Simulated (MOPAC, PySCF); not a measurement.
cyclo[14]carbon `c1c#cc#cc#cc#cc#cc#cc#1`, neutral singlet in the gas phase. 

Cartesian coordinates (Å):
SMILES: c1#cc#cc#cc#cc#cc#cc#c1
```xyz
14

C     -2.5279     1.2736    -0.0027
C     -1.8173     2.3129    -0.0058
C     -0.5804     2.7703    -0.0069
C      0.6752     2.8628    -0.0074
C      1.8043     2.1812    -0.0065
C      2.6593     1.2571    -0.0046
C      2.8304    -0.0506    -0.0009
C      2.6407    -1.2952     0.0027
C      1.7251    -2.2445     0.0053
C      0.6337    -2.8721     0.0073
C     -0.6793    -2.7481     0.0074
C     -1.8505    -2.2863     0.0067
C     -2.5720    -1.1823     0.0043
C     -2.9414     0.0213     0.0012
```
Charge 0, multiplicity 1.

All levels are single points at this geometry (CAM-B3LYP-D3(BJ)/def2-SVP); Pople sets use spherical d functions. Orbital energies aren't observables, and empty levels follow the basis.

```tsv
level	HOMO (eV)	LUMO (eV)	gap (eV)	dipole (D)	vertical IE, Delta-SCF (eV)
CAM-B3LYP-D3(BJ)/def2-SVP in PySCF	-8.07	-2.02	6.05	0.00	–
PBE-D3(BJ)/def2-SVP in PySCF	-6.33	-3.44	2.89	0.00	–
PBE0-D3(BJ)/def2-SVP in PySCF	-7.20	-2.94	4.26	0.00	8.67
B3LYP/6-31G* in PySCF	-6.62	-2.62	4.00	0.00	8.30
PBE/6-31G* in PySCF	-6.03	-3.13	2.90	0.00	–
HF/6-31G* in PySCF	-8.68	0.31	8.99	0.00	–
AM1 in MOPAC	-9.22	-1.90	7.32	0.00	–
PM3 in MOPAC	-9.06	-1.84	7.22	0.00	–
PM6 in MOPAC	-9.56	-2.06	7.50	0.00	–
PM7 in MOPAC	-9.44	-2.13	7.31	0.00	–
```
